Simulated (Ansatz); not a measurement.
`[OH][Ga]([Cl])[O][SiH3]` + `[OH][In]([F])[F]` → `[OH][Ga]([OH])[Cl]` + `[F][In]([F])[O][SiH3]`  (redistribution)

Gas-phase electronic energies from Ansatz, PBE0-D4/def2-TZVP geometries. CBS: MP2 limit from def2 TZ/QZ plus the TZ coupled-cluster correction, frozen cores. Functionals use def2-TZVPP. B3LYP here is the variant with VWN-RPA as its local correlation; programs differ in this. def2 core potentials past Kr. For Ga, In outer-core shells are correlated without core-valence functions, which leaves a few kJ/mol of doubt a bond. Scalar relativity is left out up to krypton. Each species was taken in one conformer, which may not be the lowest.

`[OH][Ga]([Cl])[O][SiH3]`:

Cartesian coordinates in Å:
```
O 2.939 -0.418 -0.016
Ga 1.235 -0.628 -0.421
Cl 0.659 -2.088 -1.837
O 0.022 0.386 0.364
Si -1.607 0.569 0.322
H 3.079 0.273 0.637
H -2.053 1.031 -1.021
H -2.295 -0.712 0.635
H -1.979 1.586 1.338
```

`[OH][In]([F])[F]`:

Cartesian coordinates in Å:
```
O 0.355 1.068 -1.031
In -0.288 -0.355 0.145
F -1.845 -1.416 -0.232
F 0.631 -0.783 1.793
H 1.146 1.485 -0.675
```

`[OH][Ga]([OH])[Cl]`:

Z-matrix (Å, degrees):
```
Ga
O 1 1.766
Cl 1 2.121 2 119.0
O 1 1.772 2 119.7 3 180.0
H 2 0.961 1 112.5 3 -180.0
H 4 0.960 1 113.7 2 180.0
```

`[F][In]([F])[O][SiH3]`:

Z-matrix (Å, degrees):
```
Si
O 1 1.643
H 1 1.484 2 107.7
H 1 1.489 2 110.9 3 -119.8
H 1 1.488 2 110.8 3 119.8
In 2 1.942 1 136.2 3 175.5
F 6 1.921 2 121.4 1 -179.8
F 6 1.928 2 121.9 1 0.1
```

(1) Is it downhill or uphill in electronic energy at CCSD(T)/CBS, and by how much? (Best estimate.)

(2) What do these levels give: PBE-D4, ωB97M-V, B2PLYP, PBE, r2SCAN, B3LYP, MP2/def2-TZVPP, CCSD/def2-TZVPP, CCSD(T)/def2-TZVPP, MP2/def2-QZVPP, SCS-MP2/def2-QZVPP, CCSD/CBS(def2)? (An estimate is asked.)

Largest T1 diagnostic among the species: 0.018.

Results:

(1) Computed: Nearly level: ΔE = +1.1 kJ/mol.

(2) Ansatz gave: PBE-D4 5.4, ωB97M-V 2.7, B2PLYP 2.6, PBE 3.5, r2SCAN 3.1, B3LYP 2.8, MP2/def2-TZVPP 2.3, CCSD/def2-TZVPP 2.0, CCSD(T)/def2-TZVPP 2.4, MP2/def2-QZVPP 1.3, SCS-MP2/def2-QZVPP 1.1, CCSD/CBS(def2) 0.6 kJ/mol.

The D4 term adds +3.0 kJ/mol with B3LYP and +1.7 kJ/mol with PBE0; it sums over pairs of atoms, weighted by their polarisabilities, and B3LYP, whose exchange is more repulsive, gets the larger term.
